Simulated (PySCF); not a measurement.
# Worked example: oscillator strength and radiative lifetime

FH₃OSi, SMILES [SiH2](O)F.

Geometry: B3LYP-D3(BJ)/def2-TZVP. A frequency run showed that this geometry is not a minimum. The values are those of a single conformer.

TDDFT-B3LYP/def2-SVPD in PySCF puts the first singlet state with f over 0.02 at 8.81 eV (vertical), with the transition dipole (0.000, 0.000, -0.417) in atomic units.

Find the oscillator strength, the wavelength and the radiative lifetime that this transition would have in vacuum if emission retraced absorption.


|μ|² = 0.1739 au, so |μ| = 1.06 D. ΔE = 8.81/27.211 = 0.3238 hartree. f = (2/3) ΔE |μ|² = 0.038 (the program prints 0.038).
λ = 1239.84/8.81 = 141 nm; ν = 71057 cm⁻¹.
Einstein's coefficient A = 0.6670 ν² f s⁻¹ (ν in cm⁻¹) = 1.3e8 s⁻¹, so τ = 1/A = 7.9 ns. This state is S3; the lower singlets have f = 0.005, 0.008. The figure is the radiative limit of this one transition; relaxation, internal conversion, crossing to triplets and a medium change what is measured.
